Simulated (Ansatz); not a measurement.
A series at Ti: from `[OH][Ti]([OH])([OH])[Cl]`, ligands are replaced one by one, each step taking up HCl and setting free H₂O; n counts the steps. Ansatz, PBE0-D4/def2-TZVP geometries. Each molecule was computed in one conformer, which needn't be the lowest.

```csv
n,molecule,"HOMO energy, ωB97M-V/def2-TZVPP (eV)"
0,`[OH][Ti]([OH])([OH])[Cl]`,-11.03
1,`[OH][Ti]([OH])([Cl])[Cl]`,-11.14
2,`[OH][Ti]([Cl])([Cl])[Cl]`,-11.42
3,`[Cl][Ti]([Cl])([Cl])[Cl]`,?
```

Problem. By hand: fit a straight line y = ȳ + b (n − n̄) to the 3 given rows and predict n = 3.

Solution. n̄ = 1.000, ȳ = -11.197; Σ(n − n̄)(y − ȳ) = -0.390, Σ(n − n̄)² = 2.000, so b = -0.195 eV a step. Prediction: -11.197 + (-0.195) × (2.000) = -11.59 eV.

Problem. By hand: compare with the computed value, -11.80 eV, and give the steps along the whole series.

Solution. The line misses by -0.21 eV (computed minus predicted). Steps: -0.11, -0.28, -0.38 eV.

The steps grow at each stage, from -0.11 to -0.38 eV, so the series is curved and an end member is harder to predict than an inner one. The highest orbital can change its character along such a series. The miss is 27.3 % of the series' range.
